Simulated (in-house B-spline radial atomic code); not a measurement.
The outermost shell (largest non-relativistic mean radius) with and without relativity; Dirac values are averaged over j. Computed with an all-electron radial atomic-structure program (B-spline basis): non-relativistic Hartree-Fock and Dirac-Hartree-Fock, averages of the configuration (point nuclei without relativity, finite nuclei with it).

```csv
ion,configuration,outermost shell,radius non-relativistic (bohr),radius Dirac (bohr),radius change (%),level non-relativistic (eV),level Dirac (eV)
B+,[He] 2s2,2s,1.7982,1.7976,-0.031842,-23.778,-23.785
Al+,[Ne] 3s2,3s,2.4297,2.4253,-0.18155,-17.750,-17.782
Ga+,[Ar] 3d10 4s2,?,?,?,?,?,?
In+,[Kr] 4d10 5s2,?,?,?,?,?,?
Tl+,[Xe] 4f14 5d10 6s2,6s,2.8097,2.472,-12.02,-15.942,-18.763
```

**Question.** Fill in the row of Ga+.

**Answer.** outermost shell: 4s; radius non-relativistic (bohr): 2.3455; radius Dirac (bohr): 2.3104; radius change (%): -1.4967; level non-relativistic (eV): -18.723; level Dirac (eV): -19.038.

**Question.** Fill in the row of In+.

**Answer.** outermost shell: 5s; radius non-relativistic (bohr): 2.6868; radius Dirac (bohr): 2.5828; radius change (%): -3.8711; level non-relativistic (eV): -16.519; level Dirac (eV): -17.3.

**Question.** Which member changes most?

**Answer.** Thallium (Tl+): its 6s shell contracts by 12.0 %.
